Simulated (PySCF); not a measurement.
Species: C₄H₆N₂O₂Si.
SMILES: `O=C(O)c1cncn1[SiH3]`

Torsions of this conformer, `[O:1]=[C:2]([OH:3])[c:4]1[cH:5][n:6][cH:7][n:8]1[SiH3:9]`: O1–C2–C4–C5 180°, H–O3–C2–O1 0°.

The closed-shell ground state was solved at several levels (PySCF, density fitting, gas phase, non-relativistic). The structure is a single PBE0-D3(BJ)/def2-SVP conformer in the gas phase; no vibrational or solvent corrections.

```
              level  basis functions  total energy (Eh)  HOMO (eV)  LUMO (eV)  gap (eV)  dipole (D)
      PBE0/pcSseg-1              190          -704.8829      -7.33      -1.35      5.98        1.81
CAM-B3LYP/def2-SVPD              238          -704.9767      -8.60      -0.39      8.21        1.76
```

What might KT3/pcSseg-1 (190 basis functions) give for the same quantities?

Total energy -713.8976 Eh, HOMO -6.24 eV, LUMO -2.14 eV, gap 4.10 eV, dipole 1.68 D.

Over all these levels, which gives the widest orbital gap and which the narrowest?

CAM-B3LYP/def2-SVPD (range-separated hybrid) has the widest, 8.21 eV, and KT3/pcSseg-1 (GGA) the narrowest, 4.10 eV. Functional and basis both differ between the two, so the spread mixes both effects.

How far do the dipole and the HOMO energy spread over the levels?

The dipole runs from 1.68 to 1.81 D (mean 1.75 D) and the HOMO from -8.60 to -6.24 eV.
